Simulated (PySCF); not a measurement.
# `C[C@H](F)[Se@@+](C)CF`, [C₄H₉F₂Se]+, charge +1

Molfile (atoms numbered from 1):
```
C4H9F2Se
     RDKit          3D

 16 15  0  0  0  0  0  0  0  0999 V2000
   -1.7742   -1.4670    0.2067 C   0  0  0  0  0  0  0  0  0  0  0  0
   -1.1692   -0.0933    0.2563 C   0  0  2  0  0  0  0  0  0  0  0  0
   -2.0101    0.8586   -0.2057 F   0  0  0  0  0  0  0  0  0  0  0  0
    0.4001    0.1074   -1.0333 Se  0  0  0  0  0  3  0  0  0  0  0  0
    0.7742    1.9671   -0.6622 C   0  0  0  0  0  0  0  0  0  0  0  0
    1.8032   -0.6992    0.1214 C   0  0  0  0  0  0  0  0  0  0  0  0
    1.6005   -0.2202    1.3620 F   0  0  0  0  0  0  0  0  0  0  0  0
   -2.1007   -1.7161   -0.8022 H   0  0  0  0  0  0  0  0  0  0  0  0
   -1.0699   -2.2150    0.5639 H   0  0  0  0  0  0  0  0  0  0  0  0
   -2.6505   -1.4851    0.8553 H   0  0  0  0  0  0  0  0  0  0  0  0
   -0.8141    0.2176    1.2481 H   0  0  0  0  0  0  0  0  0  0  0  0
    1.6300    2.2749   -1.2619 H   0  0  0  0  0  0  0  0  0  0  0  0
    0.9808    2.1002    0.3997 H   0  0  0  0  0  0  0  0  0  0  0  0
   -0.0997    2.5494   -0.9564 H   0  0  0  0  0  0  0  0  0  0  0  0
    1.7029   -1.7890    0.1292 H   0  0  0  0  0  0  0  0  0  0  0  0
    2.7894   -0.3814   -0.2324 H   0  0  0  0  0  0  0  0  0  0  0  0
  1  2  1  0
  2  3  1  0
  2  4  1  0
  4  5  1  1
  4  6  1  0
  6  7  1  0
  1  8  1  0
  1  9  1  0
  1 10  1  0
  2 11  1  1
  5 12  1  0
  5 13  1  0
  5 14  1  0
  6 15  1  0
  6 16  1  0
M  CHG  1   4   1
M  END
```

Level of theory: TDDFT CAM-B3LYP/aug-cc-pVDZ circular dichroism and optical rotation, one conformer, gas phase in PySCF 2.14.0. Geometry: GFN2-xTB.

The molecule is flexible and this is one conformer; a measurement averages over conformers. The calculation is non-relativistic, which matters for the atoms heavier than Zn.

Draw the ECD and absorption spectra from the lowest 12 states, each a Gaussian of half-width 0.35 eV at 1/e height.


```tsv
E (eV)	λ (nm)	Δε (L mol⁻¹ cm⁻¹)	ε (L mol⁻¹ cm⁻¹)
6.50	191	-2.21	576
6.60	188	-4.58	1210
6.70	185	-8.06	2170
6.80	182	-11.97	3330
6.90	180	-14.93	4390
7.00	177	-15.35	5030
7.10	175	-12.20	5130
7.20	172	-5.42	4870
7.30	170	+4.36	4700
7.40	168	+16.06	5010
7.50	165	+27.93	5880
7.60	163	+37.28	7050
7.70	161	+41.28	8070
7.80	159	+38.48	8590
7.90	157	+29.60	8550
8.00	155	+16.83	8220
8.10	153	+2.22	7970
8.20	151	-12.92	8120
8.30	149	-27.41	8710
8.40	148	-39.43	9540
8.50	146	-46.91	10300
8.60	144	-48.63	10700
8.70	142	-44.88	10900
8.80	141	-36.91	11200
8.90	139	-26.13	11700
9.00	138	-14.03	11700
9.10	136	-2.50	11000
```
Δε uses R in velocity form, ε uses f in length form. Only the states computed contribute, so the short-wavelength end is incomplete.

The sign of the CD band at 140 nm isn't settled: the length form gives the opposite one.
